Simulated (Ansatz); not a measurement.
Reaction (cleavage of the Si–Al bond): `C[S][Al]([F])[SiH3]` + `[NH2][Mg][OH]` → `[NH2][Mg][O][SiH3]` + `C[S][AlH][F]`

Gas-phase electronic energies from Ansatz, PBE0-D4/def2-TZVP geometries. CBS: MP2 limit from def2 TZ/QZ plus the TZ coupled-cluster correction, frozen cores. This one scheme is used for every species. DFT in def2-TZVPP. B3LYP here is the variant with VWN-RPA as its local correlation; programs differ in this. For Mg outer-core shells are correlated without core-valence functions, which leaves a few kJ/mol of doubt a bond. One conformer a species, not always the lowest.

```csv
level,ΔE (kJ/mol),difference from CCSD(T)/CBS
PBE-D4,-86.0,29.3
r2SCAN-D4,-108.2,7.1
PBE0-D4,-95.4,19.9
B3LYP-D4,-111.1,4.2
ωB97X-V,-111.5,3.8
ωB97M-V,-116.6,-1.3
B2PLYP,-119.0,-3.7
PBE,-88.2,27.1
r2SCAN,-109.0,6.3
PBE0,-97.6,17.7
B3LYP,-114.5,0.8
HF/def2-TZVPP,-143.1,-27.8
MP2/def2-TZVPP,-122.2,-6.9
SCS-MP2/def2-TZVPP,-127.5,-12.2
CCSD/def2-TZVPP,-118.4,-3.1
CCSD(T)/def2-TZVPP,-114.7,0.6
HF/def2-QZVPP,-145.8,-30.5
MP2/def2-QZVPP,-123.5,-8.2
SCS-MP2/def2-QZVPP,-128.6,-13.3
HF/CBS(def2),-146.2,-30.9
MP2/CBS(def2),-122.8,-7.5
CCSD/CBS(def2),-119.0,-3.7
CCSD(T)/CBS,-115.3,0
```

Largest T1 diagnostic among the species: 0.013.

In def2-TZVPP, CCSD(T) changes the Hartree–Fock value by +28.3 kJ/mol (the triples alone add +3.7 kJ/mol) and MP2 by +20.8 kJ/mol. The D4 term adds +3.4 kJ/mol with B3LYP and +2.3 kJ/mol with PBE0; it sums over pairs of atoms, weighted by their polarisabilities, and B3LYP, whose exchange is more repulsive, gets the larger term.
